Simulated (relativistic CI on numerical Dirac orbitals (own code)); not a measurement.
Method of calculation: Dirac-Coulomb-Breit CI, separate exchange-only KLI orbitals for each configuration, a model potential for QED, unscaled Slater integrals (own radial code, finite nucleus).

The strongest absorption lines from the ground level of an ion, among the configurations computed and to levels below about 353 eV (vacuum wavelength in Å, gf): 77.411 (1.2), 79.249 (6.7), 80.462 (2.9), 80.862 (2.1), 89.875 (0.11), 100.24 (1.2), 101.53 (0.7), 105.05 (0.38).

(1) Which ion is it?
A. Pm XXVII
B. Pr XXV
C. Pm XXIX
D. La XXIII

## Answers

(1) A. Pm XXVII has 35 electrons and the ground level 4s²4p⁵ ²P°3/2; the strongest line goes to 4s²4p⁴4d ²D5/2. The pattern of lines fixes the number of electrons, and along that sequence the line energies rise steadily with the charge (about as its square where n changes within one kind of shell, about linearly where n is kept but much faster in heavy ions where fine structure, which grows about as Z⁴, sets the gap, and irregularly where shells cross), which fixes Z. Configurations outside the model, such as inner-shell arrays, can give stronger lines. At this charge energies of transitions that change n are usually good to better than 1 %, and those within a shell (Δn = 0) to a few per cent.

LS names give the leading component of a level, which can be under half, so a name can repeat, a term be missing and a line seem to break the LS rules.
